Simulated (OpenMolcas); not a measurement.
CH4FGeN (SMILES [H]/N=[C](/F)[GeH3]): the HOMO–LUMO gap, rung by rung

The species is CH4FGeN (8 atoms), meant as a singlet with charge 0. As SMILES, `[H]/N=[C](/F)[GeH3]`. The coordinates come from a PBE0-D4/def2-TZVP relaxation.

Quantity: the HOMO–LUMO gap, in eV. The values are calculated.

```
                              level           kind     program  value (eV)  CPU time
 SVWN5/6-31G* (spherical functions)            LDA  OpenMolcas        5.07      34 s
   PBE/6-31G* (spherical functions)            GGA  OpenMolcas        5.15      42 s
revPBE/6-31G* (spherical functions)            GGA  OpenMolcas        5.18      45 s
 B3LYP/6-31G* (spherical functions)  global hybrid  OpenMolcas        7.20      41 s
 BHLYP/6-31G* (spherical functions)  global hybrid  OpenMolcas       10.26      46 s
  PBE0/6-31G* (spherical functions)  global hybrid  OpenMolcas        7.69      41 s
 B3LYP/6-31G* (Cartesian functions)  global hybrid  OpenMolcas        7.21      52 s
B2PLYP/6-31G* (spherical functions)  double hybrid  OpenMolcas       10.56      33 s
```

All-electron rows without a relativistic Hamiltonian named are non-relativistic. The values span 5.07 to 10.56 eV. Orbital gaps aren't excitation energies, and those of double hybrids come from the SCF part alone; they tend to grow with the share of exact exchange. Times are those of the runs behind each value, whatever else they computed, on shared processors of several kinds: orders of magnitude only.
